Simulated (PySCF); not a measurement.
A geometry optimisation on `[CH3][Mo]([CH3])(=[O])=[O]` (MoO2Me2).

Computed with PBE0-D3(BJ)/def2-SVP geometry optimisation, gas phase, def2 core potentials past Kr (PySCF 2.14.0). Start geometry: GFN2-xTB. A driver script takes a list of jobs; this job's settings line and coordinates (Å) are shown.

Input:
```
{"job": {"xc": "PBE0", "basis": "def2-SVP", "d3": "d3bj", "grid": 1, "maxiter": 30, "shake": 0.03, "kind": "geom"}, "charge": 0, "multiplicity": 1}
Mo     0.874350    -0.074660     0.575690
O      0.547590     0.003690     2.173610
O      2.177360    -0.015320    -0.266640
C     -0.178400     1.673490    -0.212380
H      0.033760     2.639510     0.105380
H     -1.351780     1.590760     0.086280
H     -0.208260     1.689300    -1.303260
C     -0.234410    -1.652350    -0.199310
H     -0.392250    -1.557220    -1.222890
H     -1.302770    -1.715530     0.279400
H      0.132860    -2.667170     0.015020
```

Output:
```
step   0  E = -298.02017113  max force = 0.253700
step   1  E = -298.08901900  max force = 0.061139
step   2  E = -298.09850140  max force = 0.027177
step   3  E = -298.09993957  max force = 0.008898
step   4  E = -298.10016101  max force = 0.002392
step   5  E = -298.10022601  max force = 0.001607
step   6  E = -298.10025106  max force = 0.001401
step   7  E = -298.10025260  max force = 0.000475
step   8  E = -298.10025354  max force = 0.000221
optimisation converged
```

Energies in Eh; «max force» is the largest Cartesian gradient component in Eh/bohr.

Q: Give the first gradient maximum in eV/Å.

A: With 1 Eh/bohr = 51.422 eV/Å, 13.046 eV/Å.

Q: How much energy does the optimisation release, in eV?

A: E(step 0) − E(last step) = 0.080082 Eh, which is 2.179 eV.

Summary of the converged run: final energy -298.10025 Eh after 8 steps; dipole 3.52 D.

Q: Give the final coordinates.

A: 0.155 Å rms from the input after alignment:
```
atom  x, y, z in Å
Mo1    0.6380   -0.0089    0.4647
O2     0.6275    0.0056    2.1367
O3     2.2143   -0.0250   -0.0904
C4    -0.2816    1.7428   -0.2289
H5     0.1834    2.6453    0.1981
H6    -1.3459    1.7243    0.0647
H7    -0.1966    1.7878   -1.3278
C8    -0.3068   -1.7578   -0.2003
H9    -0.3682   -1.7204   -1.3024
H10   -1.3204   -1.8184    0.2300
H11    0.2542   -2.6610    0.0864
```

Q: Estimate the wall time. Hardware: one thread, Arm Neoverse V1 (aarch64), on a shared host. And the peak memory of the process?

A: About 66 s, with 0.47 GiB resident at the peak, the Python interpreter and its libraries included.
Labels such as C1 count atoms from 1, the log's own numbers from 0.
